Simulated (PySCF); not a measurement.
A structure optimised at PBE0-D3(BJ)/def2-SVP (Å):
```
atom  x, y, z in Å
F1    -1.5558    1.7568   -0.4565
B2    -1.6292    0.8047    0.4575
F3    -2.3416    1.0823    1.5352
C4    -0.9642   -0.5937    0.2482
C5     0.2208   -0.6204   -0.7210
Si6    1.7656    0.2205   -0.0339
H7    -0.7061   -1.0221    1.2315
H8    -1.7858   -1.2375   -0.1262
H9    -0.0443   -0.1192   -1.6671
H10    0.4906   -1.6559   -0.9876
H11    2.8642    0.2384   -1.0468
H12    2.2428   -0.5012    1.1873
H13    1.4443    1.6285    0.3611
```

Neutral, closed shell.

Task: Read off the bonds between heavy atoms and their formal orders.

Result: F1–B2 1.32 Å (single); B2–F3 1.32 Å (single); B2–C4 1.56 Å (single); C4–C5 1.53 Å (single); C5–Si6 1.89 Å (single). Bonds to hydrogen (Å): C4–H7 1.10; C4–H8 1.11; C5–H9 1.10; C5–H10 1.10; Si6–H11 1.49; Si6–H12 1.50; Si6–H13 1.50.

Task: Which species is it?

Result: `FB(F)CC[SiH3]`, C2H7BF2Si. Among its features: Si–H bond, C–Si bond and three-coordinate boron.

Task: What is the point group of this geometry?

Result: C1 (no symmetry element, even within 0.4 Å).

Task: Classify the heavy atoms.

Result: F1/F3: boron-bound fluorine; B2: three-coordinate boron; C4: sp3 carbon bound to boron; C5: sp3 carbon bound to silicon; Si6: SiH3 silicon.

Task: What is the arrangement about B2?

Result: It has 3 neighbours (F1, F3, C4) and is planar (angles 121.9°, 121.8° and 116.3°, sum 359.9°, 0.02 Å off the plane of its three neighbours).

Task: What is the arrangement about Si6?

Result: It has 4 neighbours (C5, H11, H12, H13) and is tetrahedral (angles from 107.9° to 111.1°).

These are computed values.
